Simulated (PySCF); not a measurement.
## Partial charges of `FC(F)(F)P1CCSCC1`

C5H8F3PS.
Z-matrix (Å and degrees, GFN2-xTB geometry), rows numbered from 1:
```
F 
C   1  1.3404
F   2  1.3434  1  106.54
F   2  1.3403  1  107.33  3   113.81
P   2  1.8909  1  110.62  3  -125.40
C   5  1.8601  2   96.34  1    71.30
C   6  1.5221  5  109.33  2   163.06
S   7  1.8219  6  112.11  5   -71.95
C   8  1.8218  7   99.21  6    62.21
C   9  1.5220  8  112.12  7   -62.23
H   6  1.0948  5  110.80  2    41.56
H   6  1.0947  5  108.17  2   -77.73
H   7  1.0921  6  111.48  5    49.40
H   7  1.0897  6  110.94  5   171.12
H   9  1.0896  8  104.90  7   177.30
H   9  1.0921  8  108.12  7    61.07
H  10  1.0947  5  110.81  2   -41.53
H  10  1.0946  5  108.18  2    77.77
```

Density: PBE0/pcSseg-1 (PySCF); schemes: Mulliken, IAO, Hirshfeld and ESP-fitted. Isolated species at its GFN2-xTB geometry (one conformer only).

What partial charge does each atom carry?

In e:

```csv
atom,environment,Mulliken,IAO,Hirshfeld,ESP-fitted
F1,fluorine of a CF3 group,-0.269,-0.281,-0.098,-0.169
C2,CF3 carbon,+0.633,+0.628,+0.210,+0.500
F3,fluorine of a CF3 group,-0.269,-0.282,-0.083,-0.192
F4,fluorine of a CF3 group,-0.269,-0.281,-0.098,-0.167
P5,phosphine phosphorus,+0.329,+0.468,+0.139,-0.274
C6,sp3 carbon bound to phosphorus,-0.416,-0.446,-0.124,+0.179
C7,sp3 carbon bound to sulfur,-0.330,-0.339,-0.073,-0.367
S8,sulfide sulfur,-0.006,+0.064,-0.009,-0.173
C9,sp3 carbon bound to sulfur,-0.330,-0.340,-0.073,-0.337
C10,sp3 carbon bound to phosphorus,-0.416,-0.446,-0.124,+0.129
H11,methylene hydrogen,+0.172,+0.154,+0.032,+0.033
H12,methylene hydrogen,+0.169,+0.158,+0.044,+0.037
H13,methylene hydrogen,+0.160,+0.146,+0.038,+0.173
H14,methylene hydrogen,+0.172,+0.168,+0.053,+0.184
H15,methylene hydrogen,+0.172,+0.168,+0.053,+0.182
H16,methylene hydrogen,+0.160,+0.146,+0.038,+0.165
H17,methylene hydrogen,+0.172,+0.155,+0.031,+0.046
H18,methylene hydrogen,+0.169,+0.158,+0.044,+0.050
```

Mean size of the charges over all atoms: IAO 0.268 e, Mulliken 0.256 e, ESP-fitted 0.186 e, Hirshfeld 0.076 e. Each set sums to the total charge, 0, to within 0.001 e. The Mulliken scheme gives each basis function's population to the atom it is centred on and halves the overlap population of two atoms between them.

Lowest charge. The schemes don't all agree: Mulliken C6 and C10 (-0.416); IAO C6 and C10 (-0.446); Hirshfeld C6 and C10 (-0.124); ESP-fitted C7 (-0.367).

Highest charge. All schemes agree: Mulliken C2 (+0.633); IAO C2 (+0.628); Hirshfeld C2 (+0.210); ESP-fitted C2 (+0.500).

How many electrons does the Hirshfeld scheme count on C7?

Z − q = 6 − (-0.073) = 6.073.

Sum the charges by element, for elements with more than one atom.

| element | atoms | Mulliken | IAO | Hirshfeld | ESP-fitted |
| --- | --- | --- | --- | --- | --- |
| F | 3 | -0.808 | -0.843 | -0.280 | -0.527 |
| C | 5 | -0.860 | -0.942 | -0.183 | +0.104 |
| H | 8 | +1.345 | +1.253 | +0.333 | +0.870 |

How closely do the schemes follow one another over all atoms?

Correlation coefficient and root-mean-square difference: Mulliken with IAO 0.99, 0.039 e; IAO with Hirshfeld 0.99, 0.217 e; Mulliken with Hirshfeld 0.98, 0.203 e; Mulliken with ESP-fitted 0.54, 0.253 e; Hirshfeld with ESP-fitted 0.47, 0.195 e; IAO with ESP-fitted 0.46, 0.282 e.
